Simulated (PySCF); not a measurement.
C7H10ClF3.
Cartesian coordinates in Å at the PBE0-D3(BJ)/def2-SVP level; atoms count from 1:
```
atom  x, y, z in Å
C1    -0.441    1.492    0.297
C2    -0.648   -0.020    0.173
C3    -0.515   -0.677    1.546
C4    -2.059   -0.224   -0.383
Cl5   -2.507   -1.943   -0.614
C6     0.368   -0.612   -0.830
C7     1.791   -0.519   -0.424
F8     2.222   -1.425    0.463
C9     2.671    0.383   -0.859
F10    3.926    0.441   -0.494
F11    2.364    1.321   -1.729
H12    0.564    1.712    0.686
H13   -1.171    1.934    0.992
H14   -0.543    1.997   -0.677
H15    0.484   -0.503    1.971
H16   -1.259   -0.263    2.245
H17   -0.674   -1.763    1.483
H18   -2.167    0.261   -1.364
H19   -2.805    0.203    0.302
H20    0.133   -1.677   -0.988
H21    0.246   -0.110   -1.803
```

Computed, not measured: PBE0-D3(BJ)/def2-SVP geometry optimisation, gas phase (PySCF 2.14.0).

Take the most abundant isotopes and a rigid rotor. The values belong to one conformer with, in the numbering `[CH3:1][C:2]([CH3:3])([CH2:4][Cl:5])[CH2:6][C:7]([F:8])=[C:9]([F:10])[F:11]`, C1–C2–C4–Cl5 180°, C1–C2–C6–C7 65°, C2–C6–C7–F8 79°.

(1) Give the principal moments of inertia and the rotational constants in GHz.

(2) What kind of rotor is it?

(3) What does the inertial defect say?

(4) Give the other two planar moments, Paa and Pbb, and the rms extents of the mass along the axes.

(5) Which types of transition are allowed, and where do some lines up to J = 5 fall?

(6) Estimate the classical rotational partition function at 10 K, 200 K and 500 K.

Answers

(1) Ia = 298.76, Ib = 1078.87, Ic = 1140.65 u·Å²; 505379 MHz·u·Å²/I gives 1692, 468.4 and 443.1 MHz, that is A = 1.6916, B = 0.4684, C = 0.4431 GHz.

(2) A near-prolate asymmetric top: κ = (2 × 468.4 − 1692 − 443.1)/(1692 − 443.1) = -0.96.

(3) Not planar: Δ = Ic − Ia − Ib = -236.98 u·Å². For a rigid frame Δ = −2 Σ m c², so Σ m c² = 118.49 u·Å² lies off the ab plane: 23.32 from hydrogen and 95.17 from heavier atoms. The atom farthest from that plane is 2.47 Å away.

(4) Paa = Σ m a² = (Ib + Ic − Ia)/2 = 960.38 and Pbb = Σ m b² = (Ia + Ic − Ib)/2 = 180.27 u·Å². With the mass M = 186.04 u, the rms extents √(P/M) along a, b and c are 2.27, 0.98, 0.80 Å.

(5) The dipole components are |μa| = 0.49 D, |μb| = 1.91 D, |μc| = 0.56 D. The squared components, which scale the intensities, stand as 0.07 : 1.00 : 0.09 (a : b : c). Some lines, for components of 0.1 D or more:

| type | branch | J(Ka,Kc) | MHz | lower level (cm⁻¹) |
| --- | --- | --- | --- | --- |
| a | Q | 5(1,4) ← 5(1,5) | 380 | 0.491 |
| b | R | 5(1,4) ← 4(2,3) | 1038 | 0.469 |
| c | Q | 5(1,5) ← 5(0,5) | 1057 | 0.456 |
| c | Q | 2(1,2) ← 2(0,2) | 1198 | 0.091 |
| b | Q | 3(1,2) ← 3(0,3) | 1314 | 0.182 |
| a | R | 3(1,3) ← 2(1,2) | 2696 | 0.131 |
| a | R | 3(2,1) ← 2(2,0) | 2736 | 0.256 |
| c | R | 2(1,1) ← 1(0,1) | 3097 | 0.030 |
| c | Q | 4(2,3) ← 4(1,3) | 3581 | 0.349 |
| a | R | 4(1,4) ← 3(1,3) | 3594 | 0.221 |
| a | R | 5(2,3) ← 4(2,2) | 4564 | 0.469 |
| c | Q | 5(3,3) ← 5(2,3) | 6169 | 0.621 |
| c | Q | 3(3,1) ← 3(2,1) | 6178 | 0.347 |
| b | R | 3(2,2) ← 2(1,1) | 6404 | 0.134 |
| c | R | 3(2,2) ← 2(1,2) | 6480 | 0.131 |
| b | R | 3(2,1) ← 2(1,2) | 6482 | 0.131 |
| c | R | 4(2,2) ← 3(1,2) | 7283 | 0.226 |
| c | R | 3(3,1) ← 2(2,1) | 8914 | 0.256 |
| b | R | 4(3,1) ← 3(2,2) | 9826 | 0.347 |
| b | R | 5(3,3) ← 4(2,2) | 10734 | 0.469 |
| c | Q | 5(5,1) ← 5(4,1) | 11122 | 1.116 |
| c | R | 4(4,1) ← 3(3,1) | 12297 | 0.553 |
| b | R | 5(5,1) ← 4(4,0) | 15680 | 0.964 |
| c | R | 5(5,1) ← 4(4,1) | 15680 | 0.964 |

(6) Point group C1, symmetry number σ = 1; q = (√π/σ)·√((kT/h)³/(ABC)), k/h = 20836.6 MHz/K: 9000 at 10 K, 805000 at 200 K, 3180000 at 500 K.

No frequency check. Constants of a rigid frame at the computed geometry: no zero-point averaging, no centrifugal distortion. A rigid rotor knows nothing of internal rotation, which can split or shift real lines. Quadrupole hyperfine structure (35Cl) is left out.
